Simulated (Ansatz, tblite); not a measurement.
Adding an electron: CdF₂⁺ (the lowest doublet isomer of a short search). Total charge 1; doublet. Geometry: PBE-D4/def2-TZVP. Ansatz, gas phase; energy differences of separate SCF runs; the reduced species is a singlet (the triplet lies 5.07 eV higher at PBE0-D4/def2-TZVP).

Cartesian coordinates in Å:
```
Cd 0.000 0.000 -0.001
F -1.068 -1.642 0.349
F 1.068 1.642 -0.348
```

In the def2 sets Cd takes a core potential; there is no spin–orbit coupling. The xTB rows come from tblite. The structure comes from a short search, and lower isomers may exist.

**Question.** Estimate orbital energies and vertical electron affinities at: GFN1-xTB; GFN2-xTB; PBE-D4/def2-TZVP; r2SCAN-D4/def2-TZVP; PBE0-D4/def2-TZVP.

**Answer.** 
```
              level  −HOMO (eV)  −LUMO (eV)  vertical EA (eV)  HOMO–LUMO gap (eV)
           GFN1-xTB           –           –             16.80                   –
           GFN2-xTB           –           –             17.86                   –
   PBE-D4/def2-TZVP       16.12       15.90             11.99                0.23
r2SCAN-D4/def2-TZVP       16.08       15.71             12.12                0.37
  PBE0-D4/def2-TZVP       16.34       15.00             12.49                1.34
```

  HOMO and LUMO are the levels of the spin that leaves or enters (xTB has no such levels and no spin-polarisation term). Other spin states of the ions may lie lower, which would lower the ionisation energy or raise the affinity. Raw xTB energy differences between charge states are shifted by several eV; the methods need an empirical correction for them.
